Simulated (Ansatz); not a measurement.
Abridged output of a molecular run in Ansatz:

```
Functional definition: HF
2758 factors; integrals over basis functions are off by at most 1.3e-3 eV
mean field evaluation 1: about -72171.0034 eV, gradient 4.7e1 eV
mean field evaluation 2: about -72171.5455 eV, gradient 4.7e1 eV
mean field evaluation 4: about -72177.9810 eV, gradient 6.5e0 eV
mean field evaluation 8: about -72178.0997 eV, gradient 4.1e-1 eV
mean field -72178.10071997 eV, -2652.4962773850 hartree, gradient 8.0e-6 eV, S^2 0.000000; 0 other end points of the search recorded, 0 dependent functions left out; unrestricted orbitals would lower it
21 core orbitals not correlated: weight in the atoms' cores, before any rotation towards them, 1.000 or more for the frozen orbitals, at most 0.000 for the correlated occupied ones
reference -72178.10071997 eV, -2652.4962773850 hartree; 29, 29 occupied and 411, 411 virtual orbitals, 2758 factors
second order -42.09503712 eV of doubles, -0.00000000 eV of singles
cycle   1  -41.91611309 eV  change    1.8e-1 eV  update   1.6e-1
cycle   2  -43.18964495 eV  change    -1.3e0 eV  update   5.0e-2
cycle   3  -43.43141791 eV  change   -2.4e-1 eV  update   2.2e-2
cycle   4  -43.41520670 eV  change    1.6e-2 eV  update   6.1e-3
cycle   5  -43.41256005 eV  change    2.6e-3 eV  update   3.0e-3
cycle   6  -43.41435162 eV  change   -1.8e-3 eV  update   9.0e-4
cycle   7  -43.41405133 eV  change    3.0e-4 eV  update   3.1e-4
cycle   8  -43.41396482 eV  change    8.7e-5 eV  update   1.4e-4
cycle   9  -43.41403926 eV  change   -7.4e-5 eV  update   4.6e-5
cycle  10  -43.41403845 eV  change    8.1e-7 eV  update   2.0e-5
perturbative correction -2.11761253 eV, -0.0778208251 hartree
Total energy: -72223.63237094 eV, -2654.1695346959 hartree
```

Its atoms:

Z-matrix (Å, degrees):
```
Si
N 1 1.737
H 1 1.483 2 106.7
H 1 1.490 2 113.1 3 -119.3
H 1 1.486 2 110.4 3 119.8
C 2 1.401 1 120.2 3 -169.2
Ge 2 1.860 1 120.8 3 12.1
C 6 1.399 2 120.7 1 -17.7
C 6 1.398 2 121.6 1 162.0
H 7 1.536 2 108.3 1 131.3
H 7 1.532 2 106.1 1 11.3
H 7 1.539 2 110.7 1 -108.3
C 8 1.384 6 121.0 2 179.4
H 8 1.085 6 120.0 2 -1.8
C 9 1.384 6 121.0 2 -179.8
H 9 1.085 6 120.1 2 -1.1
C 13 1.386 8 120.7 6 0.5
H 13 1.084 8 119.1 6 180.0
H 15 1.084 9 119.1 6 179.9
H 17 1.083 13 120.6 8 179.8
```

(1) Which basis set was used?
A. cc-pV(D+d)Z
B. def2-TZVPP
C. def2-SVP
D. def2-SVPD

(2) Write the keys of the input that set method, charge and spin (a neutral closed shell needs none for the last two).

Answers

(1) B. It gives 461 functions.

(2) 
```yaml
correlation: {method: ccsd_t}
```
